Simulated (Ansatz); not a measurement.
Computed with Ansatz on PBE0-D4/def2-TZVP structures; ΔE is electronic, products minus reactants. CCSD(T)/CBS adds triple-zeta CCSD(T) − MP2 to the extrapolated MP2 energy (def2 sets, frozen cores). DFT in def2-TZVPP. For Br, Ga outer-core shells are correlated without core-valence functions, which leaves a few kJ/mol of doubt a bond. Scalar relativity is left out up to krypton. Each species was taken in one conformer, which may not be the lowest.

Consider the cleavage of the Si–Ga bond: `[BH2][GaH][SiH3]` + `[OH][Ga]([Br])[Br]` → `[SiH3][O][Ga]([Br])[Br]` + `[BH2][GaH2]`.

`[BH2][GaH][SiH3]`:

```xyz
9

B     2.075    0.747    0.052
Ga    0.292    0.234   -0.841
Si   -1.582   -0.641    0.423
H     2.270    1.843    0.494
H     2.959   -0.047    0.204
H     0.029    0.376   -2.389
H    -2.766    0.252    0.266
H    -1.312   -0.777    1.881
H    -1.965   -1.987   -0.091
```

`[OH][Ga]([Br])[Br]`:

```xyz
5

O     1.125   -0.813    0.380
Ga   -0.164    0.342    0.022
Br   -1.946   -0.285   -1.237
Br    0.016    2.434    0.845
H     0.969   -1.678   -0.009
```

`[SiH3][O][Ga]([Br])[Br]`:

Z-matrix (Å, degrees):
```
Si
O 1 1.642
H 1 1.488 2 111.0
H 1 1.487 2 110.1 3 120.5
H 1 1.484 2 108.0 3 -120.0
Ga 2 1.757 1 138.0 3 -34.9
Br 6 2.263 2 119.8 1 0.2
Br 6 2.254 2 118.3 1 -179.8
```

`[BH2][GaH2]`:

```xyz
6

B    -0.095   -0.312    1.050
Ga    0.085    0.274   -0.921
H    -0.527   -1.387    1.358
H     0.224    0.400    1.960
H     1.390    0.009   -1.763
H    -1.077    1.017   -1.684
```

(1) Is it downhill or uphill in electronic energy at CCSD(T)/CBS, and by how much? (Best estimate.)

(2) What do these levels give: LDA (SPW92), PBE-D4, CAM-B3LYP-D4, ωB97X-V, BLYP, r2SCAN, r2SCANh, r2SCAN0, CCSD/def2-SVP, SCS-MP2/def2-TZVPP, CCSD/def2-TZVPP, HF/def2-QZVPP? (Best estimate.)

Largest T1 diagnostic among the species: 0.014.

Answers

(1) Ansatz gave: Downhill: ΔE = -74.6 kJ/mol.

(2) The calculation gave: LDA (SPW92) -50.5, PBE-D4 -48.3, CAM-B3LYP-D4 -83.6, ωB97X-V -76.6, BLYP -62.9, r2SCAN -66.9, r2SCANh -68.9, r2SCAN0 -71.7, CCSD/def2-SVP -75.8, SCS-MP2/def2-TZVPP -87.8, CCSD/def2-TZVPP -80.0, HF/def2-QZVPP -107.9 kJ/mol.

In def2-TZVPP, CCSD(T) changes the Hartree–Fock value by +28.6 kJ/mol (the triples alone add +3.6 kJ/mol) and MP2 by +22.6 kJ/mol. From BLYP to BHLYP (50 % exact exchange), in def2-TZVPP and without D4, ΔE moves by −23.2 kJ/mol. The D4 term adds −3.4 kJ/mol with B3LYP and −2.0 kJ/mol with PBE0; it sums over pairs of atoms, weighted by their polarisabilities, and B3LYP, whose exchange is more repulsive, gets the larger term.

B3LYP here is the variant with VWN-RPA as its local correlation; programs differ in this.
